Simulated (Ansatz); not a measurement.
Born–Oppenheimer molecular dynamics of BCl$_{3}$FH (6 atoms, charge 0, multiplicity 1). It starts at the highest image of a converged band, a first-order saddle point between two minima.

Method: Ansatz, RHF/def2-SVP.

```yaml
ensemble: NVE (velocity Verlet)
time_step: 0.5 fs
steps_asked: 200
starting_velocities_drawn_for: 100 K
seed: 8646
```

First frame:

```xyz
6
Properties=species:S:1:pos:R:3
B 0.016 -0.263 -0.018
F 0.014 0.090 1.455
Cl 1.538 0.197 -0.786
Cl -1.532 0.128 -0.773
Cl 0.062 -2.232 0.631
H 0.040 -1.034 1.633
```

**Question.** What does the run give?

**Answer.** All steps were run.

* steps done: 200
* time covered: 100 fs
* mean temperature over the second half: 3573 K
* spread of the potential energy over the second half: 21.0 meV per atom
* mean potential energy of the second half above the start: -299.3 meV per atom

The conserved energy stayed within 0.43 meV per atom of its start (net change -0.26 meV per atom), so the integration is sound. The kinetic energy rose, since the run started high on the potential surface and went downhill. It ends in pieces (BCl2F + ClH), so much of that is their flight and rotation, not heat. A run of 0.1 ps of so small a system gives no equilibrium averages. The orbitals stay closed-shell, which can raise the energy where a bond breaks towards radicals; this wasn't checked here.

**Question.** What happens to the structure?

**Answer.** Between its relaxed ends the band would form B1–Cl5, F2–H6 and break B1–F2, Cl5–H6. These pairs go: B1–Cl5 2.07 → 4.86 Å, F2–H6 1.14 → 4.15 Å, B1–F2 1.52 → 1.31 Å, Cl5–H6 1.56 → 1.23 Å. In the last frame they stand as before the step (other bonds may differ from the relaxed reactants and products). It ends as BCl2F + ClH. Pairs count as bonded within 1.25 times the sum of covalent radii (0.12 Å more for H–H). Another seed would give other details.

**Question.** How do temperature and energy run in time?

**Answer.** 
```csv
time (fs),T (K),potential energy less start (eV),conserved less start (meV/atom)
0,100,0.000,0.00
3,111,-0.006,0.01
6,254,-0.079,0.07
9,807,-0.366,-0.10
12,1478,-0.712,0.06
15,2146,-1.060,-0.28
18,2106,-1.037,0.00
21,2518,-1.252,-0.31
24,2615,-1.301,-0.04
27,2789,-1.391,-0.08
30,2938,-1.468,-0.10
33,2980,-1.489,0.01
36,3150,-1.579,-0.34
39,2886,-1.440,0.06
42,3121,-1.564,-0.33
45,2863,-1.427,0.20
48,3162,-1.584,-0.16
51,3343,-1.677,-0.02
54,3658,-1.841,-0.25
57,3667,-1.846,-0.25
60,3527,-1.772,0.06
63,3931,-1.982,-0.23
66,3852,-1.939,0.11
69,3666,-1.846,-0.27
72,3130,-1.566,0.12
75,3460,-1.739,-0.35
78,3306,-1.658,0.00
81,3264,-1.636,-0.03
84,3478,-1.747,-0.04
87,3822,-1.925,-0.06
90,4028,-2.033,-0.40
93,3553,-1.785,0.10
96,3692,-1.859,-0.34
99,3318,-1.663,0.11
```

The run took 8 min on 1 thread of Intel(R) Xeon(R) Platinum 8259CL CPU @ 2.50GHz (Skylake/Cascade Lake), with other jobs on the host, peak memory 0.19 GiB.
